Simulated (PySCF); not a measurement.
**How methods differ on the ionisation energy of In(36+)**

In(36+) [Ne] 3s2 3p1 (2P) → In(37+) [Ne] 3s2 (1S), as a difference of total energies. Calculation: PySCF 2.14, in an even-tempered Gaussian basis (18 s from 5.6 bohr⁻², ratio 2.5; 12 p from 7.3 bohr⁻², ratio 2.5; 5 d from 30 bohr⁻², ratio 2.7; 4 f from 45 bohr⁻², ratio 2.7); the spin-free X2C one-electron Hamiltonian (Gaussian nucleus). Correlated levels: outer shells: 1s2 frozen; virtual orbitals above 40 to 60 times the deepest correlated orbital energy dropped. The calculations carry no spin-orbit coupling.

```
                method  ionisation energy (eV)
                   UHF                  2359.9
    MP2 (outer shells)                  2360.4
SCS-MP2 (outer shells)                  2360.3
   CCSD (outer shells)                  2360.4
CCSD(T) (outer shells)                  2360.4
```

A first-order spin-orbit estimate (lowest level to lowest level, LS coupling) adds 33.569 eV.

Breit and QED terms and the two-electron picture change are absent.

For comparison: 2373 ± 11 eV (semi-empirical (NIST evaluation); NIST Atomic Spectra Database, ionization energies).
